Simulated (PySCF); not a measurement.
# Does the structure fit the spectrum?

A compound C3H12O2Si3 gives the data below (simulated from a calculation) and was assigned the structure `C=CC[SiH](O[SiH3])O[SiH3]`.

13C{1H} NMR (computed): δ 3.4 (CH2, 2C), -2.1 (CH).

1H NMR (600 MHz, computed): δ 5.00 (s, 3H), 4.85 (s, 2H), 4.60 (d, 2H), 0.75 (m, 2H), 0.42 (m, 2H), -0.10 (m, 1H).

Theoretical values (PySCF): PBE0-D3(BJ)/def2-SVP geometry, σ from GIAO-CAM-B3LYP/pcSseg-1. Equivalent nuclei averaged, no solvent, one computed conformer, relativity neglected.

Referencing at the same level of theory: 1H (σref 31.33), 13C (σref 182.45) vs TMS.

(1) Compare with the shifts computed for the proposed structure, pairing carbons in order of shift.

(2) Which isomer fits?

Answers

(1) Numbering as in the mapped SMILES `[CH2:1]=[CH:2][CH2:3][SiH:4]([O:5][SiH3:6])[O:7][SiH3:8]`; H(Xn) means a hydrogen on atom n.

| atom | computed for proposal | given list | difference |
| --- | --- | --- | --- |
| C2 | 145.0 | 3.4 | +141.6 |
| C1 | 127.1 | 3.4 | +123.7 |
| C3 | 29.5 | -2.1 | +31.6 |

The rms difference is 110.1 ppm and the largest +141.6 ppm at C2 (alkene CH). The proposal also would give 3 carbon signals, not 2. The carbon types in order of shift don't match either: CH, CH2, CH2 for the proposal against CH2, CH2, CH in the data. The proposal doesn't fit.

(2) SMILES [SiH3]O[SiH2]O[SiH2]C1CC1.

- Carbon types of the structure: 1 × CH, 2 × CH2, leaving 7 H on heteroatoms.
- δC 3.4, -2.1: three-membered-ring carbon; carbons of three-membered rings are unusually shielded.
- δH 4.85: hydrogen on a silicon bonded to 2 O.
- δH 4.60: hydrogen on a silicon bonded to C, O.
- δH 0.75, 0.42, -0.10: hydrogen on a three-membered-ring carbon; cyclopropane-type protons are shielded by the ring.

The shifts were computed for this structure.

Shifts are as computed, not scaled to solution data. Of 1211 compounds with measured shifts, 218 miss one by over three times the rms of a fit or turn the order of signals round; such compounds aren't used in these exercises. Multiplicities follow the n + 1 count of equivalent neighbours, as no J values were calculated; m marks all less simple cases, F and P coupling included.
